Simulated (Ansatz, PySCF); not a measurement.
CH₅ClFNSi, SMILES Cl[Si@@H](F)CN. Atoms are numbered in the order given.

```xyz
10

N     -2.5053     0.1534     0.8018
C     -1.4680    -0.6033     0.1100
Si     0.2338     0.1351     0.3445
F      0.1542     1.6777    -0.1623
Cl     1.6742    -0.8236    -0.7729
H     -2.3530     0.1609     1.8085
H     -2.5114     1.1247     0.4963
H     -1.6971    -0.6502    -0.9688
H     -1.4788    -1.6530     0.4501
H      0.6647     0.1763     1.7660
```
Charge 0, spin multiplicity 1.

Coordinates come from a PBE0-D3(BJ)/def2-SVP optimisation. The structure was generated by enumeration; whether it is a known compound was not checked. Other conformers were not sampled.

Two levels are set side by side: PBE-D3(BJ)/def2-SVP (Ansatz, a first-principles code) and PBE0-D3(BJ)/def2-SVP (Ansatz). Each level has its own optimised geometry; the coordinates shown are those of the second. Frequencies come from the Hessian of PySCF at each geometry. Differences are taken from unrounded values.

```tsv
quantity	PBE0-D3(BJ)
mean bond length (Å)	1.416
bond N1–C2 (Å)	1.459
bond C2–Si3 (Å)	1.870
bond Si3–F4 (Å)	1.626
bond Si3–Cl5 (Å)	2.060
bond N1–H6 (Å)	1.018
bond N1–H7 (Å)	1.018
bond C2–H8 (Å)	1.104
bond C2–H9 (Å)	1.103
bond Si3–H10 (Å)	1.486
highest harmonic wavenumber (cm⁻¹)	3630
mean harmonic wavenumber (cm⁻¹)	1257
zero-point energy (kcal/mol)	43.13
```

What does PBE-D3(BJ) give, and how far is it from PBE0-D3(BJ)? (The exact figures need the calculation; the answer reports its results.)


```csv
quantity,PBE-D3(BJ),PBE-D3(BJ) minus PBE0-D3(BJ)
mean bond length (Å),1.428,0.012
bond N1–C2 (Å),1.470,0.012
bond C2–Si3 (Å),1.884,0.014
bond Si3–F4 (Å),1.642,0.017
bond Si3–Cl5 (Å),2.077,0.017
bond N1–H6 (Å),1.029,0.010
bond N1–H7 (Å),1.029,0.010
bond C2–H8 (Å),1.112,0.008
bond C2–H9 (Å),1.112,0.008
bond Si3–H10 (Å),1.499,0.013
highest harmonic wavenumber (cm⁻¹),3490,-140
mean harmonic wavenumber (cm⁻¹),1215,-42
zero-point energy (kcal/mol),41.67,-1.45
```

GGA bonds tend to be longer and softer than those of functionals with exact exchange. Differences between two approximate levels are no errors against the true value.
